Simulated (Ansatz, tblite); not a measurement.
Forces on `FC(F)(F)c1cc2sc(-c3cc4sc(-c5cc6sc(C(F)(F)F)cc6s5)cc4s3)cc2s1` at its PBE-D4/def2-SVP geometry. Charge 0, multiplicity 1.

The xTB rows come from tblite. Single mean-field runs in def2-TZVP are fitted with def2-universal-jkfit.

GFN1-xTB (tblite), largest force 0.68 eV/Å:

```xyz
38
positions Å, forces eV/Å
F    -8.971   -4.382    3.078   -0.070    0.500   -0.399
C    -9.010   -3.372    2.173   -0.107   -0.063   -0.031
F    -9.658   -3.855    1.084    0.243    0.268    0.574
F    -9.762   -2.379    2.700    0.292   -0.555   -0.257
C    -7.642   -2.870    1.830    0.426    0.433    0.047
C    -7.125   -1.619    2.124   -0.148   -0.417   -0.103
C    -5.788   -1.506    1.664    0.202   -0.280   -0.205
S    -4.577   -0.254    1.684    0.087   -0.464   -0.210
C    -3.426   -1.297    0.837   -0.296   -0.187    0.040
C    -2.111   -0.797    0.520    0.285    0.192   -0.040
C    -1.570    0.459    0.803   -0.196   -0.351   -0.062
C    -0.244    0.577    0.325    0.166   -0.276   -0.174
S     0.964    1.830    0.344    0.077   -0.444   -0.208
C     2.112    0.796   -0.519   -0.285   -0.192    0.040
C     3.426    1.296   -0.836    0.295    0.187   -0.040
C     3.965    2.552   -0.557   -0.200   -0.371   -0.064
C     5.298    2.664   -1.027    0.179   -0.283   -0.161
S     6.506    3.916   -0.994   -0.015   -0.438   -0.178
C     7.641    2.871   -1.830   -0.426   -0.434   -0.046
C     9.010    3.373   -2.174    0.106    0.063    0.031
F     9.761    2.381   -2.703   -0.291    0.554    0.258
F     8.971    4.385   -3.076    0.070   -0.502    0.398
F     9.659    3.853   -1.084   -0.243   -0.266   -0.574
C     7.125    1.620   -2.124    0.148    0.417    0.103
C     5.788    1.506   -1.664   -0.201    0.279    0.205
S     4.578    0.254   -1.684   -0.087    0.463    0.209
C     1.570   -0.460   -0.802    0.197    0.351    0.063
C     0.244   -0.578   -0.325   -0.166    0.276    0.174
S    -0.963   -1.831   -0.343   -0.078    0.444    0.208
C    -3.965   -2.553    0.557    0.201    0.371    0.064
C    -5.298   -2.664    1.026   -0.180    0.283    0.161
S    -6.507   -3.915    0.993    0.015    0.438    0.179
H    -7.700   -0.842    2.642    0.364   -0.366   -0.274
H    -2.124    1.245    1.333    0.336   -0.407   -0.295
H     3.408    3.342   -0.036    0.344   -0.410   -0.293
H     7.700    0.843   -2.642   -0.364    0.366    0.275
H     2.125   -1.246   -1.332   -0.336    0.408    0.295
H    -3.409   -3.343    0.036   -0.343    0.411    0.293
```

GFN2-xTB (tblite), largest force 0.78 eV/Å:

```
F -0.200 0.400 -0.319
C 0.311 0.125 -0.131
F 0.077 0.193 0.552
F 0.144 -0.581 -0.211
C 0.465 0.581 0.085
C -0.047 -0.305 -0.093
C -0.128 -0.375 -0.117
S -0.044 -0.410 -0.139
C -0.040 -0.386 -0.136
C 0.037 0.399 0.139
C -0.106 -0.331 -0.090
C -0.173 -0.399 -0.089
S -0.034 -0.380 -0.138
C -0.038 -0.399 -0.139
C 0.039 0.386 0.136
C -0.107 -0.352 -0.093
C -0.136 -0.400 -0.085
S -0.041 -0.373 -0.144
C -0.465 -0.581 -0.084
C -0.311 -0.124 0.130
F -0.143 0.581 0.213
F 0.200 -0.401 0.318
F -0.077 -0.192 -0.552
C 0.047 0.305 0.093
C 0.128 0.375 0.117
S 0.044 0.409 0.138
C 0.107 0.331 0.090
C 0.172 0.399 0.089
S 0.033 0.379 0.138
C 0.108 0.352 0.093
C 0.135 0.400 0.084
S 0.042 0.373 0.145
H 0.451 -0.483 -0.354
H 0.408 -0.543 -0.377
H 0.417 -0.548 -0.374
H -0.451 0.482 0.354
H -0.407 0.544 0.377
H -0.416 0.548 0.374
```

PBE0-D4/def2-TZVP (Ansatz), largest force 1.00 eV/Å:

```
F -0.102 0.562 -0.503
C -0.155 0.011 0.044
F 0.295 0.263 0.668
F 0.370 -0.651 -0.303
C 0.516 0.407 -0.022
C -0.199 -0.547 -0.140
C 0.272 -0.433 -0.279
S -0.011 -0.919 -0.355
C -0.530 -0.381 0.055
C 0.521 0.376 -0.059
C -0.205 -0.542 -0.133
C 0.287 -0.429 -0.285
S -0.013 -0.935 -0.364
C -0.521 -0.376 0.059
C 0.530 0.381 -0.055
C -0.218 -0.540 -0.122
C 0.337 -0.410 -0.283
S -0.044 -0.921 -0.345
C -0.516 -0.407 0.023
C 0.154 -0.011 -0.044
F -0.369 0.651 0.304
F 0.102 -0.564 0.501
F -0.296 -0.262 -0.669
C 0.199 0.547 0.140
C -0.272 0.433 0.279
S 0.011 0.918 0.354
C 0.205 0.541 0.133
C -0.287 0.429 0.285
S 0.012 0.935 0.364
C 0.219 0.540 0.122
C -0.338 0.411 0.282
S 0.045 0.921 0.346
H 0.303 -0.399 -0.267
H 0.293 -0.404 -0.276
H 0.296 -0.407 -0.273
H -0.303 0.399 0.267
H -0.292 0.405 0.276
H -0.295 0.407 0.273
```
